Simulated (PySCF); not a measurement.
Molecular orbitals of HgI

UHF at R = 2.846 Å; PySCF, scalar-relativistic core potentials, basis sets Hg def2-SVP with ECP60, I def2-SVP with ECP28. State: ²Σ⁺ (doublet), unpaired electrons σ ↑. Only the outer orbitals are listed, counted within each symmetry, core potentials removing the inner ones.

```csv
spin,orbital,occ.,ε (eV),on Hg (%),main shells (%)
α,8σ,1,-12.26,45,"54 I p, 43 Hg s"
α,5π,1,-9.84,2,98 I p
α,5π,1,-9.84,2,98 I p
α,9σ,1,-8.88,63,"50 Hg s, 37 I p, 13 Hg p"
α,6π,0,1.49,99,98 Hg p
α,6π,0,1.49,99,98 Hg p
α,10σ,0,3.08,102,95 Hg p
β,8σ,1,-10.34,56,"52 Hg s, 42 I p"
β,5π,1,-9.56,2,98 I p
β,5π,1,-9.56,2,98 I p
β,9σ,0,-1.21,61,"48 Hg s, 39 I p, 12 Hg p"
β,6π,0,2.05,98,98 Hg p
β,6π,0,2.05,98,98 Hg p
```

Question: Which are the highest filled and the lowest empty level, where do they sit, and how wide is the gap?

Answer: Highest filled α 9σ at -8.88 eV (in %: 50 Hg s, 37 I p, 13 Hg p); lowest empty β 9σ at -1.21 eV (in %: 48 Hg s, 39 I p, 12 Hg p); the gap at UHF is 7.67 eV.

* bond order (Mayer): 0.76
* ⟨S²⟩: 0.784
* charge on Hg (Mulliken, basis-dependent): 0.28
* charge on Hg (Löwdin, basis-dependent): 0.13
* dipole moment (positive dipole means Hg(−)I(+)): -3.27 D
* polarisability along the bond: 126.6 bohr³
* polarisability across the bond: 46.2 bohr³

Shares are Mulliken populations and can fall outside 0 to 100 %.

Spin–orbit coupling is left out. The state was picked by a PBE0 search and need not be the measured ground state.
